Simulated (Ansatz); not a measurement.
C$_{2}$H$_{7}$FOSi, SMILES `COC[SiH2]F`. The species carries charge 0 and has multiplicity 1. The geometry is a stationary point of PBE0-D4/def2-TZVP. It is one conformer, not always the lowest.

```xyz
12

C    -0.808   -1.060    1.191
O    -0.723    0.326    0.997
C     0.473    0.723    0.358
Si    0.437    0.575   -1.519
F    -0.611    1.633   -2.107
H    -0.776   -1.614    0.243
H     0.008   -1.423    1.831
H    -1.760   -1.260    1.681
H     1.343    0.181    0.766
H     0.630    1.780    0.604
H     0.009   -0.768   -1.983
H     1.779    0.907   -2.064
```

What is the dipole moment at ωB97M-V/def2-TZVPP? (Estimate.)

The calculation gave: 2.33 D, with components (1.52, -1.58, 0.78) D in this frame, pointing from negative to positive charge.

And with PBE, r2SCAN, B3LYP? (An estimate is asked.)

Ansatz gave: PBE 2.19 D, r2SCAN 2.26 D, B3LYP 2.35 D.

Give the Mulliken charges with ωB97M-V, PBE, B3LYP in def2-TZVPP. (An estimate is asked.)

Ansatz gave: 
| atom | ωB97M-V | PBE | B3LYP |
| --- | --- | --- | --- |
| C1 | -0.17 | -0.13 | -0.11 |
| O2 | -0.30 | -0.26 | -0.32 |
| C3 | -0.18 | -0.08 | -0.08 |
| Si4 | 0.52 | 0.50 | 0.59 |
| F5 | -0.32 | -0.29 | -0.33 |
| H6 | 0.10 | 0.08 | 0.08 |
| H7 | 0.11 | 0.08 | 0.08 |
| H8 | 0.13 | 0.11 | 0.12 |
| H9 | 0.09 | 0.06 | 0.06 |
| H10 | 0.13 | 0.10 | 0.11 |
| H11 | -0.05 | -0.08 | -0.09 |
| H12 | -0.05 | -0.09 | -0.10 |

B3LYP here is the variant with VWN-RPA as its local correlation; programs differ in this.
